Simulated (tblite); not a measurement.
Problem. Write Cartesian coordinates for `N[C@@]12C=[C][C@@H](C=C1)C2` [radical] as optimised with GFN2-xTB. (Doublet state.)

Solution. 
```
atom  x, y, z in Å
N1     0.201    1.163   -1.693
C2     0.149    0.415   -0.493
C3     1.528   -0.027    0.171
C4     1.202   -0.992    0.981
C5    -0.291   -1.227    0.958
C6    -0.904    0.048    1.512
C7    -0.640    1.023    0.652
C8    -0.515   -0.975   -0.550
H9     0.652    0.660   -2.446
H10    0.631    2.070   -1.568
H11    2.457    0.450   -0.063
H12   -0.650   -2.161    1.377
H13   -1.402    0.105    2.460
H14   -0.874    2.068    0.712
H15    0.016   -1.680   -1.189
H16   -1.567   -0.930   -0.833
```

Any rigid rotation of these coordinates is as good. Atoms count from 1 in this order. The 5-membered ring C2–C7–C6–C5–C8 has internal angles of 92.8° to 107.5° (sum 506°, against 540° for a flat polygon); it is puckered, 0.26 Å rms from its mean plane, widest ring torsion 52°. C3 (carbon bonded to 2 C and H) is planar (angles 133.2°, 122.4° and 104.4°, sum 360.0°, 0.01 Å off the plane of its three neighbours). C7 (carbon bonded to 2 C and H) is planar (angles 129.5°, 123.1° and 107.3°, sum 360.0°, 0.02 Å off the plane of its three neighbours). The 8 C–C bonds span 1.301 Å (C3=C4, drawn double) to 1.593 Å (C2–C3, drawn single), a spread of 0.292 Å.

Bonds between heavy atoms (Å): N1–C2 1.415, C2–C3 1.593, C3=C4 1.301, C4–C5 1.511, C5–C6 1.519, C6=C7 1.327, C5–C8 1.545, C2–C7 1.517, C2–C8 1.542.

Structure optimised with GFN2-xTB, isolated species. This method treats the open shell by occupation alone, without spin polarisation.

Its GFN2-xTB frequencies are all real (lowest 258 cm⁻¹). Torsions: H–N1–C2–C3 61° and -65°.

Hardware: Arm Neoverse V1, one thread, no GPU, shared host with 32 logical CPUs at a one-minute load of 42. Cost: 0.27 s of wall time. That covers the optimisation of the geometry.

One conformer stands for the species.

All values are computed, not measured.
